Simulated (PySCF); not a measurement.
Species: C₆H₉FO.
SMILES: `COC1=CC[C@H](F)C1`

The closed-shell SCF was solved with PySCF and density fitting under several settings on one GFN2-xTB geometry (grid level 2 and gas phase unless stated).

```
                                                           settings  basis functions  SCF cycles     E (Eh)  HOMO (eV)  LUMO (eV)  dipole (D)
                                                      PBE0/pcSseg-1              181          14  -408.5926      -6.43       1.13        2.35
                                                     PBE0/def2-SVPD              238          14  -408.3648      -6.49       0.73        2.34
HSE06/6-31G*, damping 0.2 at the start, DIIS from the seventh cycle              130          15  -408.6617      -5.74       1.16        2.16
   PBE0/6-31++G**, start guess vsap, fitting basis def2-qzvpp-jkfit              198          13  -408.6605      -6.40      -0.05        2.41
```

Task: Estimate the rows for these settings: (1) HF/def2-SVP, energy threshold 1e-11 Eh; (2) X3LYP/cc-pVDZ.

Result: 
```
                              settings  basis functions  SCF cycles     E (Eh)  HOMO (eV)  LUMO (eV)  dipole (D)
HF/def2-SVP, energy threshold 1e-11 Eh              157          13  -406.4094      -9.07       4.83        2.57
                         X3LYP/cc-pVDZ              157          14  -408.9313      -6.05       1.26        2.16
```

Task: Over all rows, what range does the HOMO–LUMO gap span?

Result: From 6.35 eV (PBE0/6-31++G**, start guess vsap, fitting basis def2-qzvpp-jkfit) to 13.90 eV (HF/def2-SVP, energy threshold 1e-11 Eh). The functional of the narrowest has 25 % exact exchange, that of the widest 100 % exact exchange.

Task: Compare two rows with the functional PBE0: PBE0/pcSseg-1 and PBE0/def2-SVPD. Which energy is lower, and by how much?

Result: PBE0/pcSseg-1 (181 functions) lies 0.2278 Eh or 143 kcal/mol below PBE0/def2-SVPD (238 functions). The smaller set gives the lower energy; the two sets aren't nested, so the variational bound doesn't order them by size.

Cycle counts include a coarse-grid stage where the run had one. All basis functions are spherical, in the Pople sets too. At HF/def2-SVP the closed-shell solution lies near or past a triplet instability.

One conformer stands for the species.
